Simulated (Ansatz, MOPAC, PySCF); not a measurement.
Dimer: N2 (SMILES N#N) (first 2 atoms) with PH3 (SMILES P); geometry from B3LYP-D3(BJ)/def2-TZVP, rigid monomers moved along the line of their centres of mass till N2···H6 is 2.96 Å.
(charge 0, multiplicity 1):
```xyz
6

N     -0.47408     0.52884    -0.25863
N      0.54419     0.13945    -0.29481
P      0.17100    -0.17447     3.40517
H     -0.81504    -0.79075     2.59254
H     -0.03453     1.10473     2.82738
H      1.22600    -0.49846     2.51394
```

Counterpoise-corrected where a basis set is named; no monomer relaxation. Rows marked so take none.

Frozen-core correlation. CBS(a, b) extrapolates the correlation energy as X⁻³ and adds the Hartree–Fock energy of set b. Rows in 3-21G, 6-31G* carry no dispersion term and start afresh at each structure (6-31G* with six Cartesian d functions). The state reached by AM1 isn't checked.

The values were computed with Ansatz (a program for electronic structure) with Gaussian orbitals; MOPAC for AM1 (differences of heats of formation); PySCF for 3-21G rows, 6-31G* rows, the dispersion terms. Values without a source in brackets are computed.

```csv
level,interaction energy (kcal/mol)
AM1,1.29
HF/3-21G (no counterpoise),0.47
HF/aug-cc-pV(D+d)Z,1.45
PBE-D3(BJ)/def2-TZVPPD,-0.29
r2SCAN-D3(BJ)/def2-TZVPPD,-0.11
B3LYP-D3(BJ)/def2-TZVPPD,-0.17
M06-2X/6-31G* (no counterpoise),-0.64
SCS-MP2/aug-cc-pV(D+d)Z,[?]
"CCSD(T)/CBS(aug-cc-pV(D+d)Z, aug-cc-pV(T+d)Z)",-0.13
```

Task: Some entries are withheld; supply them.

Result: 
- SCS-MP2/aug-cc-pV(D+d)Z, interaction energy (kcal/mol): 0.37
